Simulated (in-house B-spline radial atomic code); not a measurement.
Values are calculated unless marked as measured or tabulated.
# B in an electron gas of r_s = 1.5: phase shifts, screening and friction

A nucleus sits in a uniform electron gas with a rigid positive background. The Kohn-Sham equations are solved self-consistently in the spin-unpolarised LDA (PW92), non-relativistic, on B-splines with outgoing waves at the boundary and partial waves to l = 8. The model has no lattice, no bands and no magnetic solution. Atomic units; δ_l are the phase shifts at the Fermi level, counted so that each bound state adds π, and good to about 0.0005.

The density parameter is r_s = 1.5 bohr.

```json
{"l": "0", "δ_l (rad)": "3.3577"}
{"l": "1", "δ_l (rad)": "1.1201"}
{"l": "2", "δ_l (rad)": "0.1508"}
{"l": "3", "δ_l (rad)": "0.0361"}
{"l": "4", "δ_l (rad)": "0.0097"}
{"l": "5", "δ_l (rad)": "0.0027"}
{"l": "6", "δ_l (rad)": "0.0008"}
{"l": "7", "δ_l (rad)": "0.0003"}
{"l": "8", "δ_l (rad)": "0.0002"}
```

Bound levels below the band bottom (hartree): s -5.621.

(1) Check the Friedel sum rule, and say where the screening charge sits.

(2) Find the transport cross section and the electronic stopping of a 2 keV B ion (mass 10.81 u).

## Answers

(1) k_F = (9π/4)^(1/3)/r_s = 1.27944. The rule is Z = (2/π) Σ (2l + 1) δ_l. The terms are s 2.138, p 2.139, d 0.480, f 0.161 and 0.086 beyond, in all 5.004 against Z = 5. Bound states hold 2 s, 0 p, 0 d electrons, so the scattering states carry 3.00 in all.

(2) σ_tr = (4π/k_F²) Σ (l + 1) sin²(δ_l − δ_(l+1)). The terms for l = 0 to 3 are 0.6175, 1.3596, 0.0393, 0.0028, all together 2.0194, so σ_tr = 7.677 × 2.0194 = 15.502 bohr². With n = 3/(4π r_s³) = 0.07074, the friction coefficient is Q = n k_F σ_tr = 1.4030. For v well below v_F = 1.279, dE/dx = Q v; with 24801 eV per u at v = 1, v = √(2000/(24801 × 10.81)) = 0.0864, so dE/dx = 0.12118 hartree/bohr = 62.3 eV/nm. The largest term couples the p and d waves.
